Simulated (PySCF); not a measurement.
IK, SMILES [K][I] (connectivity only; charge and spin as stated), charge +1, multiplicity 2.

Geometry optimised at PBE0-D3(BJ)/def2-TZVPD. The spin state was assumed, not searched. The def2 effective core potentials stand for the cores of I; spin–orbit coupling is left out.

All values below come from B3LYP/def2-TZVPD (PySCF).

Isolated molecule, no solvent.

Problem. Estimate the frontier levels, dipole moment. (An estimate is asked for; the answer gives what the named calculation found.)

Solution. 
```json
{
  "α spin, highest occupied and lowest empty level": "-11.93 and -5.48 eV",
  "β spin, highest occupied and lowest empty level": "-11.63 and -9.88 eV",
  "dipole_moment_about_the_centre_of_nuclear_charge": "10.69 D",
  "⟨S²⟩": "0.752 (pure state 0.75)"
}
```
